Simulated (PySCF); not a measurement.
H6B3N3, charge +1, doublet, at a GFN2-xTB geometry (a state made from the parent by changing its charge; the spin is typed, not shown lowest). Base run: DF-R2SCAN/def2-SV(P) (PySCF).

PySCF was given this input:
```python
from pyscf import gto, scf, dft

mol = gto.Mole()
mol.atom = '''
    B     0.98106325   -1.05992046   -0.04989976
    N     1.37494395    0.29061409    0.18228070
    B     0.39244819    1.28444706    0.30957374
    N    -0.96506531    1.03622627    0.05511563
    B    -1.40209965   -0.30055796   -0.17940997
    N    -0.38755264   -1.27096670   -0.32061857
    H     1.78919192   -1.90645476   -0.03050713
    H     2.35520248    0.48796067    0.32713174
    H     0.70048702    2.32894591    0.76549555
    H    -1.66024944    1.76742990    0.10891670
    H    -2.54768103   -0.52456909   -0.26618943
    H    -0.65029188   -2.16427148   -0.72361180
'''
mol.basis = 'def2-sv(p)'
mol.charge = 1
mol.spin = 1
mol.verbose = 4
mol.build()

mf = dft.UKS(mol)
mf.xc = 'r2scan'
mf = mf.density_fit(auxbasis='def2-universal-jkfit')
mf.kernel()
```

The base run was repeated with changes; each row names its change, and settings that it needs were set with it.

```json
[
 {"change": "base", "E (Eh)": "-241.94919", "HOMO (eV)": "-12.96", "<S^2>": "0.762", "core-seconds (rough)": "50", "outcome": "converged"},
 {"change": "functional = lda,vwn", "E (Eh)": "-239.91092", "HOMO (eV)": "-12.93", "<S^2>": "0.752", "core-seconds (rough)": "20", "outcome": "converged"},
 {"change": "functional = revpbe", "E (Eh)": "-242.01916", "HOMO (eV)": "-12.73", "<S^2>": "0.754", "core-seconds (rough)": "30", "outcome": "converged"},
 {"change": "functional = bhandhlyp", "E (Eh)": "-241.96340", "HOMO (eV)": "-14.72", "<S^2>": "0.775", "core-seconds (rough)": "20", "outcome": "converged"},
 {"change": "functional = tpssh", "E (Eh)": "-242.12499", "HOMO (eV)": "-13.20", "<S^2>": "0.760", "core-seconds (rough)": "40", "outcome": "converged"},
 {"change": "functional = blyp", "E (Eh)": "-", "HOMO (eV)": "-", "<S^2>": "-", "core-seconds (rough)": "-", "outcome": "not converged"},
 {"change": "functional = pw6b95", "E (Eh)": "-242.40535", "HOMO (eV)": "-13.99", "<S^2>": "0.762", "core-seconds (rough)": "30", "outcome": "converged"},
 {"change": "functional = b3lyp", "E (Eh)": "-242.10747", "HOMO (eV)": "-13.62", "<S^2>": "0.761", "core-seconds (rough)": "20", "outcome": "converged"},
 {"change": "functional = pbe0", "E (Eh)": "-241.79579", "HOMO (eV)": "-13.88", "<S^2>": "0.764", "core-seconds (rough)": "20", "outcome": "converged"},
 {"change": "functional = x3lyp", "E (Eh)": "-241.99036", "HOMO (eV)": "-13.64", "<S^2>": "0.762", "core-seconds (rough)": "20", "outcome": "converged"},
 {"change": "functional = wb97x", "E (Eh)": "-242.02106", "HOMO (eV)": "-16.13", "<S^2>": "0.769", "core-seconds (rough)": "20", "outcome": "converged"},
 {"change": "functional = wb97m_v", "E (Eh)": "-", "HOMO (eV)": "-", "<S^2>": "-", "core-seconds (rough)": "-", "outcome": "cut at the time limit"},
 {"change": "functional = wb97x_v", "E (Eh)": "-", "HOMO (eV)": "-", "<S^2>": "-", "core-seconds (rough)": "-", "outcome": "cut at the time limit"}
]
```

Total energies compare only within one method and basis.

Open shells are given as the SCF converged; they aren't shown to be the lowest states, and a large step between rows can be another state.
